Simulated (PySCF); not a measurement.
**Bonding in `C=C1[C@@H](C)[C@@H]1CF`**

C6H9F.
Atom-mapped SMILES: `[CH2:1]=[C:2]1[C@@H:3]([CH3:4])[C@@H:5]1[CH2:6][F:7]` (hydrogens: H8, H9 on C1; H10 on C3; H11, H12, H13 on C4; H14 on C5; H15, H16 on C6)

Geometry (GFN2-xTB, Å), atoms numbered from 1 in this order:
```
atom  x, y, z in Å
C1    -0.597    2.109    0.493
C2    -0.229    0.889    0.200
C3     0.691   -0.034   -0.469
C4     2.094   -0.248    0.048
C5    -0.501   -0.550    0.330
C6    -1.686   -1.151   -0.378
F7    -1.483   -2.493   -0.617
H8    -1.472    2.310    1.091
H9    -0.038    2.965    0.152
H10    0.610   -0.106   -1.549
H11    2.447   -1.242   -0.220
H12    2.770    0.487   -0.384
H13    2.122   -0.147    1.130
H14   -0.287   -1.020    1.284
H15   -1.851   -0.678   -1.352
H16   -2.596   -1.081    0.230
```

Bond orders from the PBE0/pcSseg-1 density (PySCF). The structure is a single GFN2-xTB conformer in the gas phase; no vibrational or solvent corrections.

(1) Where do the orders between heavy atoms depart from those drawn in the SMILES?

(2) Set the Mayer orders of the bonds between heavy atoms beside their lengths.

Results:

(1) The largest departure is 0.126, at C3–C5 (drawn single, 0.874). Drawn single, order below 0.88: C3–C5 (0.874).

(2) 
```csv
bond,drawn as,length (Å),Mayer order
C1–C2,double,1.307,2.088
C2–C3,single,1.465,0.905
C3–C4,single,1.510,1.035
C3–C5,single,1.524,0.874
C5–C6,single,1.505,1.027
C6–F7,single,1.378,0.890
C5–C2,single,1.471,0.881
```

Bonds between the same two heavy elements. C–C: lowest C3–C5 (0.874, 1.524 Å), highest C1–C2 (2.088, 1.307 Å); in 4 of the 15 pairs the longer bond (by over 0.003 Å) has the higher order (by 0.02 or more).

Task: And the bonds to hydrogen?

Result: C–H: 0.93 to 0.96 (9 bonds).

Task: Sum the orders of all bonds at each heavy atom with more than one neighbour and set the sums beside the valence in the SMILES.

Result: C1 3.945 (drawn 4), C2 3.874 (drawn 4), C3 3.749 (drawn 4), C4 3.921 (drawn 4), C5 3.712 (drawn 4), C6 3.813 (drawn 4). Orders between atoms that aren't bonded are not in these sums.

For a closed shell the Mayer order of atoms A and B is Σ (PS)μν (PS)νμ over the basis functions μ on A and ν on B, with P the density and S the overlap matrix.
